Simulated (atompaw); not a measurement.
Before and after: PAW (atompaw) potential for Ar

argon, PAW, made with atompaw 4.2.0.5 (PBE, scalar-relativistic). Core [Ne], reference 3s2 3p4 (charge +2). Waves: 3s (bound): rc 1.00 bohr; 3s channel at -3.1 Ry: rc 1.00 bohr; 3p (bound): rc 1.45 bohr; 3p channel at -0.25 Ry: rc 1.45 bohr. Local part: vpsmatchnc scheme with l = 2 at 0.5 Ry, radius 1.15 bohr. Core correction: smooth core density matched at 0.90 bohr. Augmentation charge: sinc compensation charge, radius 1.05 bohr; PAW radius 1.45 bohr; waves and projectors: custom rrkj gramschmidtortho.

Change: all radii scaled by about 0.95 (s 0.94, p 1.38 bohr); local potential vpsmatchnc scheme with l = 2 at 0.5 Ry, radius 1.10 bohr; augmentation sinc compensation charge, radius 1.00 bohr; PAW radius 1.38 bohr; waves and projectors: custom rrkj gramschmidtortho; core correction smooth core density matched at 0.86 bohr.

Cutoffs: the cutoffs (Ry, on a coarse ladder) from which the occupation-weighted sum of valence levels, in a spherical-Bessel basis at the reference potential, stays within 10 and 1 mRy of its value at 400 Ry; they do not see the model core or the augmentation charge, which bear on the density cutoff.

Task: What does the change do?

Result: The potential gets harder (40 Ry and 80 Ry → 45 Ry and 90 Ry); both files keep a bound ghost (s). A smaller radius makes the pseudo-wave follow the all-electron one further in, where it bends more sharply, so more plane waves are needed.

```tsv
quantity	base	changed
cutoff, loose	40 Ry	45 Ry
cutoff, tight	80 Ry	90 Ry
bound ghosts	s	s
lowest overlap eigenvalue by channel	s 0.62, p 0.63	s 0.67, p 0.63
```

 A true bound ghost makes a file unfit for plane-wave use even where its test errors are small: the radial tests pick states by their node count and pass the ghost by. The cutoffs see the waves, projectors and local potential, not the compensation charge or the core.
